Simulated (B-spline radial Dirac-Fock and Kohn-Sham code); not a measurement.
# Dipole and non-dipole photoemission parameters of Dy 5p3/2

System: the Dy atom, configuration [Xe] 4f10 6s2; threshold 27.41 eV (orbital energy of the model). The computed values come from a radial B-spline solver: Dirac-Hartree-Slater photoionisation with a Latter tail; cross sections with all multipoles, angular parameters from the dipole term and its interference with E2.

For linearly polarised light dσ/dΩ = σ/(4π) [1 + β P₂(cos θ) + (δ + γ cos²θ) sin θ cos φ], with θ from the polarisation vector and φ the angle between the beam and the projection of the electron momentum on the plane normal to the polarisation.

```tsv
hν (eV)	σ (kb)	β	γ	δ
60	906	1.432	0.264	-0.024
102	220	-0.077	0.187	-0.022
105	210	-0.116	0.163	-0.019
121	171	-0.198	0.048	-0.003
152	132	-0.052	-0.058	0.019
250	81.0	0.607	0.035	0.033
300	67.1	0.823	0.110	0.030
400	?	?	?	?
404	48.2	1.109	0.211	0.021
559	32.3	1.341	0.254	0.011
600	29.5	1.382	0.252	0.009
1030	13.6	1.608	0.137	0.000
1390	8.40	1.681	0.042	-0.001
1440	7.91	1.687	0.032	0.000
1486.9	7.49	1.693	0.023	0.000
1520	7.22	1.697	0.017	0.000
2440	3.06	1.744	-0.035	0.002
3240	1.74	1.746	0.030	0.005
3250	1.73	1.746	0.031	0.005
3820	1.24	1.738	0.106	0.006
4000	1.12	1.735	0.133	0.007
4320	0.951	1.729	0.182	0.008
5414.7	0.577	1.704	0.361	0.011
6000	0.457	1.690	0.459	0.013
8070	0.226	1.636	0.795	0.022
8550	0.196	1.623	0.868	0.024
9470	0.152	1.600	1.003	0.029
11300	0.0968	1.554	1.247	0.039
12200	0.0793	1.532	1.357	0.044
13500	0.0607	1.502	1.506	0.052
```

Question: Give the values at 400 eV.

Answer: σ = 48.8 kb, β = 1.101, γ = 0.209, δ = 0.021.
